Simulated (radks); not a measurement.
Q: These are the eigenvalues of the occupied orbitals of an atom or ion with whole-number occupations (eV). Method: Dirac Kohn-Sham, relativistic LDA (MacDonald-Vosko exchange, VWN5 correlation), spin-unpolarised, spherical densities, finite nucleus; Fermi nuclear charge, rms radius of each element as measured or else 0.836 A^(1/3) + 0.57 fm; computed with a radial shooting solver on a logarithmic mesh with Libxc functionals.

1s1/2: -5874.411
2s1/2: -685.7861
2p1/2: -587.2279
2p3/2: -578.6174
3s1/2: -92.5352
3p1/2: -64.7727
3p3/2: -63.6932
3d3/2: -20.0764
4s1/2: -13.3836

Which element is it, and in what charge state? The configuration may be excited.

A: Z = 24, chromium, charge +1: Cr+ in [Ne] 3s2 3p(1/2: 1, 3/2: 4) 3d(3/2: 4, 5/2: 0) 4s2. The list shows which subshells hold electrons but not how many an open one holds; the 1s level, -215.88 hartree, gives Z - s = 20.8 by -(Z - s)^2/2, which with screening and relativity narrows Z to a few neighbours, and the depths of the outer levels then fix element, charge and occupations together.
